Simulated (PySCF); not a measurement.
Geometries of 3 isomers of C8H8, from PBE0-D3(BJ)/def2-SVP geometry optimisation, gas phase (PySCF). One conformer each, no zero-point energy, no frequencies.

Question: Which is lowest in electronic energy at this level?
A.
```xyz
16
angstrom
C      3.994    1.905    1.946
C      3.266    1.439    1.094
C      2.437    0.904    0.067
C      1.330    0.220    0.289
C      0.228   -0.446    0.509
C     -1.149    0.162    0.617
C     -2.053   -0.313   -0.482
C     -3.155   -1.042   -0.303
H      4.632    2.316    2.707
H      2.752    1.078   -0.972
H      0.292   -1.539    0.604
H     -1.585   -0.104    1.594
H     -1.059    1.260    0.586
H     -1.749   -0.038   -1.500
H     -3.487   -1.339    0.697
H     -3.771   -1.364   -1.147
```
B.
```xyz
16
angstrom
C     -1.496   -0.734    0.464
C     -0.512   -1.631    0.297
C      0.662   -1.507   -0.576
C      1.566   -0.514   -0.580
C      1.583    0.670    0.289
C      0.600    1.567    0.456
C     -0.718    1.568   -0.192
C     -1.622    0.576   -0.189
H     -2.343   -1.025    1.097
H     -0.619   -2.598    0.805
H      0.846   -2.360   -1.240
H      2.430   -0.621   -1.246
H      2.538    0.867    0.792
H      0.814    2.440    1.085
H     -1.009    2.516   -0.663
H     -2.594    0.776   -0.657
```
C.
```xyz
16
angstrom
C      3.636    0.865   -0.008
C      3.093   -0.360    0.084
C      1.705   -0.625    0.206
C      0.515   -0.872    0.311
C     -0.863   -1.178    0.435
C     -1.830   -0.256    0.435
C     -3.253    0.052    0.509
C     -2.201    1.149    0.348
H      3.016    1.766    0.006
H      4.717    0.991   -0.100
H      3.751   -1.238    0.067
H     -1.137   -2.235    0.538
H     -3.762   -0.035    1.476
H     -3.889   -0.184   -0.352
H     -2.122    1.653   -0.623
H     -1.996    1.799    1.206
```

Answer: B. That is `C1=C\C=C/C=C\C=C/1`, 46.0 kcal/mol below the next.

| SMILES | atoms numbered as above | E (Eh) | relative (kcal/mol) | relative (kJ/mol) | dipole (D) |
| --- | --- | --- | --- | --- | --- |
| C1=C\C=C/C=C\C=C/1 | [CH:1]1=[CH:2]\[CH:3]=[CH:4]/[CH:5]=[CH:6]\[CH:7]=[CH:8]/1 | -309.00204 | 0.0 | 0.0 | 0.00 |
| C=CC#CC=C1CC1 | [CH2:1]=[CH:2][C:3]#[C:4][CH:5]=[C:6]1[CH2:7][CH2:8]1 | -308.92877 | 46.0 | 192.4 | 0.87 |
| C#CC=C=CCC=C | [CH:1]#[C:2][CH:3]=[C:4]=[CH:5][CH2:6][CH:7]=[CH2:8] | -308.91243 | 56.2 | 235.3 | 0.88 |

As drawn, the highest has a C≡C bond and cumulated double bonds, which the lowest lacks.
